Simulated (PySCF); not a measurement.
Molecule: `C=CCCCC#N`, C₆H₉N.

Geometry (Å), atoms numbered from 1 in this order:
```xyz
16

C    -1.858    0.204    1.253
C    -1.408   -0.540    0.261
C    -0.704   -0.003   -0.946
C     0.716   -0.565   -1.069
C     1.594   -0.137    0.114
C     1.762    1.293    0.144
N     1.890    2.429    0.154
H    -1.748    1.277    1.248
H    -2.358   -0.220    2.108
H    -1.526   -1.617    0.286
H    -0.660    1.086   -0.896
H    -1.267   -0.283   -1.841
H     1.166   -0.214   -2.001
H     0.679   -1.656   -1.100
H     2.584   -0.597    0.040
H     1.131   -0.448    1.055
```

Frames of a GFN2-xTB Langevin trajectory at 400 K; GIAO PBE0/pcSseg-1 shieldings in PySCF 2.14.0 with density-fitted response routines, gas phase, non-relativistic; equivalent atoms averaged within each frame.

δ = σ(ref) − σ, references computed at the same level: 13C (σ = 186.93 ppm), 1H (σ = 31.72 ppm) vs TMS; 15N (σ = 267.73 ppm) against NH3. The references are static minima.

Question: How do the shifts (ppm) fluctuate along the trajectory?

Answer: 
| time (fs) | C2 | C6 | C1 | C3 | C4 | C5 | N7 | H9 | H10 | H8 |
| --- | --- | --- | --- | --- | --- | --- | --- | --- | --- | --- |
| 250 | 153.9 | 127.3 | 124.0 | 37.2 | 26.9 | 14.0 | 311.6 | 5.70 | 5.26 | 5.24 |
| 425 | 154.5 | 117.5 | 118.8 | 40.4 | 34.8 | 19.0 | 301.4 | 5.66 | 5.62 | 5.24 |
| 625 | 145.9 | 133.0 | 128.9 | 41.0 | 25.2 | 19.1 | 325.2 | 6.56 | 5.14 | 6.16 |
| 800 | 147.6 | 119.2 | 125.7 | 50.0 | 25.3 | 17.2 | 301.2 | 5.81 | 6.18 | 5.69 |
| 1000 | 150.1 | 122.2 | 126.4 | 22.3 | 23.7 | 19.6 | 307.7 | 5.78 | 6.40 | 5.33 |
| mean of frames | 150.4 | 123.8 | 124.7 | 38.2 | 27.2 | 17.8 | 309.4 | 5.90 | 5.72 | 5.53 |
| standard deviation | 3.8 | 6.3 | 3.8 | 10.1 | 4.4 | 2.3 | 9.8 | 0.37 | 0.56 | 0.40 |

5 frames give an uncertainty of the mean of about the standard deviation over 2.2 at best, since frames this close in time may not be independent; classical motion lacks zero-point vibration, and the reference would need the same averaging.
